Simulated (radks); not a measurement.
The numbers below are computed, except where a source is named.
Pr+, configuration [Xe] 4f3 6s1. Code: a radial shooting solver on a logarithmic mesh with Libxc functionals. Model: scalar-relativistic Kohn-Sham, exchange-only B88, spin-polarised, spherical densities, finite nucleus; open shells are filled with parallel spins first (spin-orbit coupling, left out, can overturn this in heavy ions); Fermi nuclear charge, rms radius 4.8919 fm.

Unscreened Slater integrals over Kohn-Sham orbitals (hartree). They are taken over the spin-up orbitals. Empty in this configuration: 5d.

| integral | value |
|---|---|
| F0(4f,4f) | 0.81517 |
| F2(4f,4f) | 0.36695 |
| F4(4f,4f) | 0.22653 |
| F6(4f,4f) | 0.16197 |
| F0(4f,6s) | 0.28168 |
| G3(4f,6s) | 0.015165 |
| F0(4f,5p) | 0.58692 |
| F2(4f,5p) | 0.22209 |
| G2(4f,5p) | 0.13859 |
| G4(4f,5p) | 0.10207 |
| F0(4f,5s) | 0.65700 |
| G3(4f,5s) | 0.14974 |
| F0(4f,5d) | 0.38922 |
| F2(4f,5d) | 0.10328 |
| F4(4f,5d) | 0.052923 |
| G1(4f,5d) | 0.068011 |
| G3(4f,5d) | 0.047810 |
| G5(4f,5d) | 0.034784 |
| F0(6s,6s) | 0.22000 |
| F0(6s,5p) | 0.27191 |
| G1(6s,5p) | 0.021608 |
| F0(6s,5s) | 0.27633 |
| G0(6s,5s) | 0.011539 |
| F0(6s,5d) | 0.24647 |
| G2(6s,5d) | 0.085181 |
| F0(5p,5p) | 0.51094 |
| F2(5p,5p) | 0.27418 |
| F0(5p,5s) | 0.54855 |
| G1(5p,5s) | 0.36509 |
| F0(5p,5d) | 0.36801 |
| F2(5p,5d) | 0.16257 |
| G1(5p,5d) | 0.18057 |
| G3(5p,5d) | 0.11012 |
| F0(5s,5s) | 0.59812 |
| F0(5s,5d) | 0.38013 |
| G2(5s,5d) | 0.10656 |
| F0(5d,5d) | 0.30303 |
| F2(5d,5d) | 0.15224 |
| F4(5d,5d) | 0.098474 |

Derived for the open shells (J is the average intra-shell exchange parameter used in DFT+U). 4f: F4/F2 = 0.617, F6/F2 = 0.441, J = (286 F2 + 195 F4 + 250 F6)/6435 = 0.02947 hartree.
